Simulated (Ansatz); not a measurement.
Consider the hydrogenolysis of the Al–S bond: `C[S][AlH][GeH3]` + H₂ → `[AlH2][GeH3]` + CH₃SH.

Gas-phase electronic energies from Ansatz, PBE0-D4/def2-TZVP geometries. CBS: MP2 limit from def2 TZ/QZ plus the TZ coupled-cluster correction, frozen cores. This one scheme is used for every species. DFT in def2-TZVPP. B3LYP here is the variant with VWN-RPA as its local correlation; programs differ in this. For Ge outer-core shells are correlated without core-valence functions, which leaves a few kJ/mol of doubt a bond. Scalar relativity is left out up to krypton. Each species was taken in one conformer, which may not be the lowest.

| level | ΔE (kcal/mol) | difference from CCSD(T)/CBS |
| --- | --- | --- |
| PBE-D4 | 25.7 | 0.8 |
| r2SCAN-D4 | 25.9 | 1.0 |
| PBE0-D4 | 24.6 | -0.3 |
| ωB97X-V | 22.7 | -2.2 |
| B2PLYP | 22.9 | -2.0 |
| r2SCAN | 25.4 | 0.5 |
| B3LYP | 21.1 | -3.8 |
| MP2/def2-TZVPP | 26.1 | 1.2 |
| SCS-MP2/def2-TZVPP | 23.6 | -1.3 |
| CCSD/def2-TZVPP | 22.0 | -2.9 |
| CCSD(T)/def2-TZVPP | 23.7 | -1.2 |
| HF/def2-QZVPP | 16.9 | -8.0 |
| MP2/def2-QZVPP | 26.7 | 1.8 |
| SCS-MP2/def2-QZVPP | 24.2 | -0.7 |
| HF/CBS(def2) | 16.9 | -8.0 |
| CCSD/CBS(def2) | 23.2 | -1.7 |
| CCSD(T)/CBS | 24.9 | 0 |

Largest T1 diagnostic among the species: 0.012.

In def2-TZVPP, CCSD(T) changes the Hartree–Fock value by +6.6 kcal/mol (the triples alone add +1.7 kcal/mol) and MP2 by +9.0 kcal/mol. From PBE to PBE0 (25 % exact exchange), in def2-TZVPP and without D4, ΔE moves by −0.9 kcal/mol. The D4 term adds +3.0 kcal/mol with B3LYP and +1.7 kcal/mol with PBE0; it sums over pairs of atoms, weighted by their polarisabilities, and B3LYP, whose exchange is more repulsive, gets the larger term.
